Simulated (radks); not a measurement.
Results of a calculation; reference values are marked as such.
Task: The mean radii <r> (bohr) of the occupied orbitals of an atom or ion are listed with their occupations. Level of theory: scalar-relativistic Kohn-Sham, PBE, spin-unpolarised, spherical densities, finite nucleus; Fermi nuclear charge, rms radius of each element as measured or else 0.836 A^(1/3) + 0.57 fm (a radial shooting solver on a logarithmic mesh with Libxc functionals).

orbital  occ.      <r>
1s          2  0.01774
2s          2  0.07491
2p          6  0.06728
3s          2   0.1939
3p          6   0.1945
3d         10   0.1762
4s          2   0.4319
4p          6   0.4594
4d         10   0.4890
5s          2    1.006
4f         14   0.5565
5p          6    1.170
5d          6    1.817
6s          2    2.981

Name the element and its charge.

Result: Z = 76, osmium, charge 0: Os in [Xe] 4f14 5d6 6s2. The 1s radius gives Z: for a bare nucleus <r> = (2 gamma + 1)/(2Z) with gamma = sqrt(1 - (Z/c)^2), 0.01753 bohr for Z = 76, and screening makes it slightly larger (0.01774 here). The occupations add up to 76, and the charge is Z minus that.
